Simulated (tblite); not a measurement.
Compound: C4H10F3GeN.
SMILES with atom numbers: `[CH3:1][N:2]([GeH3:3])[CH2:4][CH2:5][C:6]([F:7])([F:8])[F:9]` (hydrogens: H10, H11, H12 on C1; H13, H14, H15 on Ge3; H16, H17 on C4; H18, H19 on C5)

Computed with GFN2-xTB (tblite), gas phase: L-BFGS steps from a force-field or distance-geometry start until the largest atomic force falls under 0.01 eV/Å.

At the end of the run (lengths in Å): Ge3–H14 1.490, C6–F9 1.337, Ge3–H13 1.492, Ge3–H15 1.512, C6–F7 1.345, N2–Ge3 1.836, C5–H19 1.091, Ge3–N2–C4 124.9°, C1–N2–Ge3 114.0°, F7–C6–F8 105.6°, C1–N2–C4 111.8°, C1–N2–C4–C5 -166°, N2–C4–C5–C6 53°, C4–C5–C6–F7 -71°, H18–C5–C4–N2 -67°, H16–C4–C5–C6 -66°.

Task: These geometries were met on the way; a selection of coordinates is given. Order them by energy above the end point, lowest first.
A. Ge3–H14 1.502, C6–F9 1.343, Ge3–H13 1.507, Ge3–H15 1.518, C6–F7 1.337, N2–Ge3 1.846, C5–H19 1.090, Ge3–N2–C4 119.0°, C1–N2–Ge3 111.7°, F7–C6–F8 106.4°, C1–N2–C4 110.4°, C1–N2–C4–C5 -166°, N2–C4–C5–C6 66°, C4–C5–C6–F7 -65°, H18–C5–C4–N2 -54°, H16–C4–C5–C6 -53°
B. Ge3–H14 1.482, C6–F9 1.354, Ge3–H13 1.477, Ge3–H15 1.482, C6–F7 1.341, N2–Ge3 1.846, C5–H19 1.096, Ge3–N2–C4 116.1°, C1–N2–Ge3 109.1°, F7–C6–F8 104.6°, C1–N2–C4 105.4°, C1–N2–C4–C5 -171°, N2–C4–C5–C6 64°, C4–C5–C6–F7 -64°, H18–C5–C4–N2 -55°, H16–C4–C5–C6 -57°
C. Ge3–H14 1.490, C6–F9 1.342, Ge3–H13 1.494, Ge3–H15 1.513, C6–F7 1.337, N2–Ge3 1.832, C5–H19 1.091, Ge3–N2–C4 122.2°, C1–N2–Ge3 112.7°, F7–C6–F8 106.2°, C1–N2–C4 112.1°, C1–N2–C4–C5 -161°, N2–C4–C5–C6 68°, C4–C5–C6–F7 -67°, H18–C5–C4–N2 -52°, H16–C4–C5–C6 -52°
D. Ge3–H14 1.563, C6–F9 1.408, Ge3–H13 1.544, Ge3–H15 1.561, C6–F7 1.388, N2–Ge3 1.878, C5–H19 1.128, Ge3–N2–C4 110.3°, C1–N2–Ge3 104.4°, F7–C6–F8 113.3°, C1–N2–C4 104.2°, C1–N2–C4–C5 -175°, N2–C4–C5–C6 61°, C4–C5–C6–F7 -61°, H18–C5–C4–N2 -61°, H16–C4–C5–C6 -55°
E. Ge3–H14 1.484, C6–F9 1.319, Ge3–H13 1.518, Ge3–H15 1.545, C6–F7 1.324, N2–Ge3 1.878, C5–H19 1.077, Ge3–N2–C4 113.1°, C1–N2–Ge3 106.5°, F7–C6–F8 107.8°, C1–N2–C4 105.3°, C1–N2–C4–C5 -175°, N2–C4–C5–C6 63°, C4–C5–C6–F7 -63°, H18–C5–C4–N2 -57°, H16–C4–C5–C6 -58°

Result: C (0.100 eV), A (0.164 eV), B (0.280 eV), E (0.458 eV), D (0.956 eV).

```
step  E above end (eV)  rms distance from the end, all atoms (Å)  largest force (eV/Å)  rms shift of all bonds from the end (Å)
  21             0.100                                     0.313                 0.154                                    0.003
  12             0.164                                     0.338                 0.388                                    0.007
   6             0.280                                     0.366                 0.461                                    0.010
   2             0.458                                     0.384                 0.979                                    0.017
   0             0.956                                     0.396                 2.315                                    0.037
```

Rows stand in the order of the answer.
